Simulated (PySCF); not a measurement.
germane (H4Ge), SMILES [GeH4]. Atoms are numbered in the order given.

```xyz
5

Ge     0.0000     0.0000     0.0000
H      0.8867    -0.8867    -0.8867
H     -0.8867    -0.8867     0.8867
H     -0.8867     0.8867    -0.8867
H      0.8867     0.8867     0.8867
```

Geometry optimised at B3LYP-D3(BJ)/def2-TZVP.

Two levels are set side by side: PBE/pcSseg-1 (PySCF) and HF/pcSseg-1 (PySCF). GIAO shifts against GeH4 (⁷³Ge), TMS (¹H) at the same level; non-relativistic, no solvent, atoms listed together averaged. Differences are taken from unrounded values.

| quantity | HF |
|---|---|
| δ(⁷³Ge) of Ge1 (ppm) | 0.0 |
| δ(¹H) of H2, H3, H4, H5 (ppm) | 3.79 |

What does PBE give, and how far is it from HF? (An estimate is asked for; the answer gives what the named calculation found.)


```
quantity                        PBE  PBE minus HF
-----------------------------  ----  ------------
δ(⁷³Ge) of Ge1 (ppm)            0.0           0.0
δ(¹H) of H2, H3, H4, H5 (ppm)  3.88          0.09
```

Rough cost on one machine, each run with all the roots and properties that it gave: HF against PBE within a factor of 2.
